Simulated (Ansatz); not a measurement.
Ga(Me)(OH)2 (CH5GaO2), SMILES [CH3][Ga]([OH])[OH]. Atoms are numbered in the order given.

```xyz
9

Ga    -0.0027    -0.0004    -0.0005
C     -1.3612    -1.3943    -0.0528
H     -0.9664    -2.2998    -0.5375
H     -2.2304    -1.0391    -0.6236
H     -1.6872    -1.6650     0.9622
O     -0.2202     1.5218    -0.8992
H      0.5216     2.1271    -0.7956
O      1.5539    -0.0253     0.8828
H      1.7276    -0.8240     1.3893
```
Charge 0, spin multiplicity 1.

Geometry: PBE0-D3(BJ)/def2-SVP. One conformer was computed; it need not be the lowest.

Two levels are set side by side: PBE-D3(BJ)/def2-SVP (Ansatz, a first-principles code) and PBE0-D3(BJ)/def2-SVP (Ansatz). Each level has its own optimised geometry; the coordinates shown are those of the second. Differences are taken from unrounded values.

```tsv
quantity	PBE0-D3(BJ)	PBE-D3(BJ)	PBE-D3(BJ) minus PBE0-D3(BJ)
mean bond length (Å)	1.343	1.356	0.013
bond Ga1–C2 (Å)	1.947	1.961	0.014
bond Ga1–O6 (Å)	1.781	1.802	0.021
bond Ga1–O8 (Å)	1.790	1.812	0.022
bond C2–H3 (Å)	1.100	1.108	0.008
bond C2–H4 (Å)	1.099	1.107	0.008
bond C2–H5 (Å)	1.100	1.108	0.008
bond O6–H7 (Å)	0.963	0.975	0.012
bond O8–H9 (Å)	0.962	0.974	0.013
```

Exact exchange shortens and stiffens bonds; PBE has none. Differences between two approximate levels are no errors against the true value.
